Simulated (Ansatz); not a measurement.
Geometry optimisation, RKS PBE-D4/def2-SVP in Ansatz 0.2.0.

Input file:

```yaml
crystal:
  periodic: [false, false, false]
  atoms:
    - { symbol: Sn, position_ang: [0.0, 0.0, 0.0] }
    - { symbol: H, position_ang: [0.0, 0.0, 2.09] }
    - { symbol: H, position_ang: [1.6408, 0.0, -0.5794] }
    - { symbol: H, position_ang: [-0.8195, 1.4198, -0.5794] }
    - { symbol: O, position_ang: [-0.9232, -1.5994, -0.6527] }
    - { symbol: H, position_ang: [-1.3778, -2.065, 0.1197] }
    - { symbol: F, position_ang: [-2.0593, 0.0066, 0.6842] }
    - { symbol: H, position_ang: [-1.0838, 0.0035, 1.8933] }
basis:
  gaussian: { orbitals: def2-SVP }
hamiltonian:
  xc: pbe
  dispersion: d4
relax:
  f_tol: 0.15
  max_steps: 25
  restrain:
    - { distance: [0, 6], at: 3.07, k: 30.0 }
    - { distance: [7, 1], at: 1.86, k: 30.0 }
    - { distance: [0, 1], at: 1.74, k: 30.0 }
    - { distance: [7, 6], at: 0.92, k: 30.0 }
```

Command:

```bash
$ ansatz run input.yaml --threads 1 --pin off --max-ram 2048MiB --backend cpu --events-out ev --progress --plain --runs-dir out
```

Q: Where does it end, and by what steps?

A: The run converged. The restraints hold the end off the free minimum. After 10 steps the energy has fallen by 2.437 eV (the restraints' own energy left out); F7 moved furthest, 0.90 Å. Parted: Sn1–F7 (2.17 → 3.07 Å). Joined: F7–H8 (1.55 → 0.94 Å).

```
step  energy less start (eV)  largest force component (eV/Å)  accepted
   0                  0.0000                           2.936       yes
   1                 -0.3651                           3.713       yes
   2                 -1.1985                           4.249       yes
   3                 -1.8230                           3.586       yes
   4                 -2.2006                           0.888       yes
   5                 -2.3416                           0.537       yes
   6                 -2.3970                           0.563       yes
   7                 -2.4271                           0.559       yes
   8                 -2.4313                           0.576       yes
   9                 -2.4234                           0.681        no
  10                 -2.4366                           0.415       yes
```

```xyz
8
Properties=species:S:1:pos:R:3
Sn 0.230 0.076 -0.067
H 0.130 0.284 1.663
H 1.864 -0.199 -0.531
H -0.507 1.435 -0.841
O -0.704 -1.645 -0.518
H -1.572 -1.594 -0.067
F -2.421 -0.368 1.421
H -1.642 -0.222 1.916
```

Time of the run: 29 s on 1 thread of Arm Neoverse V1 (shared host), peak memory 0.14 GiB.
